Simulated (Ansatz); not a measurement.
`C#C[SiH2]C#N` + H₂O → `N#CO` + `C#C[SiH3]` at 600 K and 1 bar (formal hydrolysis of a C–Si bond).

Calculated with Ansatz (gas phase, PBE0-D4/def2-TZVP geometries, no zero-point term in ΔE). CCSD(T)/CBS is the MP2 limit (def2-TZVPP, def2-QZVPP) plus CCSD(T) − MP2 in def2-TZVPP, frozen cores. This one scheme is used for every species. Each species was taken in one conformer, which may not be the lowest.

```tsv
species	CCSD(T)/CBS energy (Eh)	H − E (kJ/mol)	S (J/(mol·K))
`C#C[SiH2]C#N`	-459.67292	171.1	404.5
H₂O	-76.37941	76.8	212.8
`N#CO`	-168.48100	84.3	277.2
`C#C[SiH3]`	-367.52081	155.9	329.9
```

H − E and S are ideal-gas, rigid-rotor, harmonic terms from PBE0-D4/def2-TZVP, for one conformer and one mirror image of each species. 1 Eh = 2625.50 kJ/mol, R = 8.31446 J/(mol·K).

Problem. By hand: ΔE, ΔH, ΔS and ΔG.

Solution. ΔE = (-168.48100) + (-367.52081) − (-459.67292) − (-76.37941) = 0.05052 Eh = 132.6 kJ/mol. Δ(H − E) = 84.3 + 155.9 − 171.1 − 76.8 = -7.7, so ΔH = 124.9 kJ/mol. ΔS = 277.2 + 329.9 − 404.5 − 212.8 = -10.2 J/(mol·K). ΔG = 124.9 − 600 × (-10.2)/1000 = 131.0 kJ/mol.

Problem. By hand: the equilibrium constant, and the temperature at which ΔG would vanish if ΔH and ΔS stayed fixed.

Solution. log₁₀ K = −ΔG/(RT ln 10) = -11.4. ΔH and −TΔS have one sign here, so there is no such temperature.

The number of gas molecules stays the same, so ΔS is small and ΔH decides. A doubt of 5 kJ/mol in ΔE shifts log₁₀ K by 0.4 here. Other conformers and mirror images would add mixing entropy, several J/(mol·K) or more a flexible species. These are equilibria of isolated gas molecules and say nothing of rates. Largest T1 diagnostic: 0.014 (customary marks: 0.02 for closed shells, 0.045 for open ones).

ΔS is within the doubt of such terms, so its sign, and with it that verdict, could turn.
